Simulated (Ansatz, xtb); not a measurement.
**Ranking isomers of H3InPSi**

6 gas-phase structures of H3InPSi, found in a search over its isomers (lower ones may exist). Each was relaxed with GFN2-xTB:

A. a doublet given by its coordinates
B. `[SiH3][P][In]`, a doublet
C. `P[SiH][In]`, a doublet
D. a doublet given by its coordinates
E. `P[Si][InH]`, a doublet
F. `[SiH][In][PH2]`, a doublet

A (Å):

```yaml
atoms:
  - { symbol: In, position_ang: [-0.5447, 2.2870, -1.2118] }
  - { symbol: P, position_ang: [0.4557, 0.7737, 0.7668] }
  - { symbol: Si, position_ang: [-1.6156, -0.0082, 0.6552] }
  - { symbol: H, position_ang: [-2.1946, -0.0866, 2.0139] }
  - { symbol: H, position_ang: [-1.5122, -1.4161, 0.2101] }
  - { symbol: H, position_ang: [0.0870, 1.7906, 1.6431] }
```

Close contacts (Å): In1–P2 2.68, In1–Si3 3.15, P2–Si3 2.22, P2–H6 1.39, Si3–H4 1.48, Si3–H5 1.48.

D (Å):

```tsv
atom	x (Å)	y (Å)	z (Å)
In	0.5711	-0.6625	-1.7417
P	0.2223	-0.8893	1.0555
Si	0.1300	1.2095	0.1457
H	-0.8802	-0.8901	1.8855
H	1.0681	-0.6923	2.1281
H	-0.1140	1.9763	1.4044
```

Close contacts (Å): In1–P2 2.83, In1–Si3 2.69, P2–Si3 2.29, P2–H4 1.38, P2–H5 1.38, Si3–H6 1.49.

Q: Estimate their order in r2SCAN-D4/def2-SVP energy at these geometries, lowest first.

A: Calculated order at r2SCAN-D4/def2-SVP: B (0.000), A (0.090), C (0.549), D (0.625), F (1.754), E (1.814) eV.

Energies above the lowest of each column, in eV; the last columns are at BLYP-D3(BJ)/def2-SVP geometries and were run for some of them only (a dash: not run or not comparable):

| structure | GFN2-xTB | HF/STO-3G | r2SCAN-D4/def2-SVP | BLYP-D3(BJ)/def2-SVP | CCSD(T)/def2-SVP |
| --- | --- | --- | --- | --- | --- |
| B | 0.000 | 0.000 | 0.000 | 0.000 | 0.000 |
| A | 0.126 | 0.805 | 0.090 | 0.013 | 0.178 |
| C | 0.677 | 1.654 | 0.549 | 0.368 | 0.573 |
| D | 0.458 | 1.875 | 0.625 | relaxes to C | – |
| F | 1.152 | 1.895 | 1.754 | – | – |
| E | 0.972 | 3.048 | 1.814 | – | – |

Every level run on B puts it lowest or level with the lowest. Some further structures that were screened fall inside this span and aren't listed. Flexible structures stand in one conformer each, not always the lowest. Frequencies (BLYP-D3(BJ)/def2-SVP) were run for A, B, C alone. Open shells are spin-unrestricted, some with notable spin contamination. Atoms past krypton carry core potentials in the def2 sets, without spin–orbit terms.

Over these structures GFN2-xTB departs from r2SCAN-D4/def2-SVP by 0.321 eV on average once a common shift is removed. A GFN2-xTB relaxation took about 0.14 s and the r2SCAN-D4/def2-SVP energy about 5.9 s on a shared host (Ansatz 0.2.0, xtb 6.7.1).
